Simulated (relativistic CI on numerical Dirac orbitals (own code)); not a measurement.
Energy levels of Ar

These numbers are calculated, not measured: Dirac-Coulomb-Breit CI, KLI orbitals optimised for each configuration, model QED, valence Slater integrals scaled by 0.85, P86 correlation energy added to each configuration (own radial code, finite nucleus).

CI space (outside the closed core [Ne]): 3s²3p⁶, 3s²3p⁵4s, 3s²3p⁵4p, 3s²3p⁵3d, 3s²3p⁵5s, 3s²3p⁵5p, 3s²3p⁵4d, 3s²3p⁵6s, 3s²3p⁵4f, 3s²3p⁵6p, 3s²3p⁵5d, 3s²3p⁵5f, 3s²3p⁵5g, 3s²3p⁵6d, 3s3p⁶3d. Double excitations out of closed p, d and f shells are left out; levels of such configurations are missing from the list, as are those of other unlisted configurations, and high levels can miss mixing partners.

```csv
No.,Configuration,Term,J,E (cm⁻¹),%,Lifetime (s),jj configuration (%)
1,3s²3p⁶,¹S,0,0.0,100,,closed (100)
2,3s²3p⁵4s,³P°,2,92986.7,100,3.40e+01,3p3/2^3 4s (100)
3,3s²3p⁵4s,³P°,1,93590.9,78,7.13e-09,3p3/2^3 4s (79)
4,3s²3p⁵4s,³P°,0,94424.5,100,4.08e+01,3p1/2 3p3/2^4 4s (100)
5,3s²3p⁵4s,¹P°,1,95227.9,78,1.94e-09,3p1/2 3p3/2^4 4s (79)
6,3s²3p⁵4p,³S,1,103284.0,94,3.77e-08,3p3/2^3 4p3/2 (47)
7,3s²3p⁵4p,³D,3,104317.6,100,3.05e-08,3p3/2^3 4p3/2 (100)
8,3s²3p⁵4p,³D,2,104476.7,62,3.29e-08,3p3/2^3 4p1/2 (92)
9,3s²3p⁵4p,³D,1,104910.3,46,3.13e-08,3p3/2^3 4p1/2 (49)
10,3s²3p⁵4p,³P,2,105027.1,61,3.01e-08,3p3/2^3 4p3/2 (92)
11,3s²3p⁵4p,³P,0,105856.9,86,2.61e-08,3p3/2^3 4p3/2 (69)
12,3s²3p⁵4p,³D,1,105978.0,54,3.14e-08,3p1/2 3p3/2^4 4p1/2 (81)
13,3s²3p⁵4p,³P,2,106118.0,37,3.11e-08,3p1/2 3p3/2^4 4p3/2 (94)
14,3s²3p⁵4p,³P,1,106297.7,64,2.97e-08,3p1/2 3p3/2^4 4p3/2 (78)
15,3s²3p⁵4p,¹S,0,107742.2,82,2.13e-08,3p1/2 3p3/2^4 4p1/2 (68)
16,3s²3p⁵3d,³P°,0,111705.4,97,,3p3/2^3 3d3/2 (97)
17,3s²3p⁵3d,³P°,1,111830.7,92,,3p3/2^3 3d3/2 (62)
18,3s²3p⁵3d,³P°,2,112074.8,76,,3p3/2^3 3d5/2 (64)
19,3s²3p⁵3d,³F°,4,112273.7,100,,3p3/2^3 3d5/2 (100)
20,3s²3p⁵3d,³F°,3,112501.1,73,,3p3/2^3 3d3/2 (96)
21,3s²3p⁵5s,³P°,2,112793.5,90,,3p3/2^3 5s (90)
22,3s²3p⁵3d,³F°,2,112815.3,50,,3p3/2^3 3d3/2 (77)
23,3s²3p⁵3d,³D°,3,112983.9,57,,3p3/2^3 3d5/2 (97)
24,3s²3p⁵5s,¹P°,1,113017.7,52,5.86e-09,3p3/2^3 5s (96)
25,3s²3p⁵3d,³D°,1,113355.7,55,4.35e-09,3p3/2^3 3d5/2 (57)
26,3s²3p⁵3d,³F°,2,114004.8,49,,3p1/2 3p3/2^4 3d3/2 (87)
27,3s²3p⁵3d,³D°,2,114112.1,49,,3p1/2 3p3/2^4 3d5/2 (81)
28,3s²3p⁵3d,³D°,3,114156.9,38,,3p1/2 3p3/2^4 3d5/2 (94)
29,3s²3p⁵5s,³P°,0,114198.2,99,3.66e-08,3p1/2 3p3/2^4 5s (99)
30,3s²3p⁵5s,³P°,1,114361.2,50,9.69e-09,3p1/2 3p3/2^4 5s (95)
```

Energies count from the lowest computed level; ° marks odd parity; lifetimes are radiative, by E1, M1, E2, M2, E3 decay to levels of this space only; some are left blank where a channel outside the calculation adds to the decay or the decay crosses a small, uncertain gap. Filled j subshells are mostly left out of the jj labels.

The mean weight of the leading LS term, summed over parents, in these 30 levels is 72 %, and that of the leading jj configuration (from the same eigenvectors) 84 %, so jj coupling describes them better and the LS labels are nominal.

Correlation outside the listed configurations is missing or only estimated: errors of thousands of cm⁻¹ between configurations and terms are usual at this charge. Rates and lifetimes follow the computed energies and can be off by large factors. The fine structure of a lone outer electron comes out too small, for d and f at times inverted, and misplaced configurations move strength between like terms. 30 of the 30 excited levels that our extract of the measured tables holds in this range could be paired (the sources list more); they are missed by 680 cm⁻¹ on average and 1210 at most, and levels without a partner can miss by more.

LS names give the leading component of a level, which can be under half, so a name can repeat, a term be missing and a line seem to break the LS rules.
